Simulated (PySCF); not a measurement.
In(OMe)(NH2)2, SMILES C[O][In]([NH2])[NH2] (CAM-B3LYP/def2-SVP optimised geometry):

```
12

In    -0.140    -0.660     0.000
O     -1.087     1.098     0.000
C     -0.475     2.347     0.056
H      0.365     2.469    -0.660
H     -1.213     3.133    -0.191
H     -0.075     2.591     1.061
N      1.881    -0.660     0.000
H      2.351     0.148    -0.397
H      2.362    -1.506    -0.289
N     -1.382    -2.224     0.259
H     -1.110    -3.133    -0.103
H     -2.362    -2.056     0.053
```

Method: CAM-B3LYP/def2-TZVP, def2 effective core potentials past Kr (PySCF 2.14.0).

Task: What are the frontier orbital energies and the dipole moment?

Result: HOMO-2 -8.87 eV, HOMO-1 -8.53 eV, HOMO -8.44 eV, LUMO -0.16 eV, LUMO+1 0.72 eV; dipole moment 2.56 D.

On the same geometry PySCF with PBE/def2-TZVP, def2 effective core potentials past Kr gives HOMO-2 -5.98 eV, HOMO-1 -5.62 eV, HOMO -5.55 eV, LUMO -1.93 eV, LUMO+1 -0.73 eV; dipole moment 2.37 D.
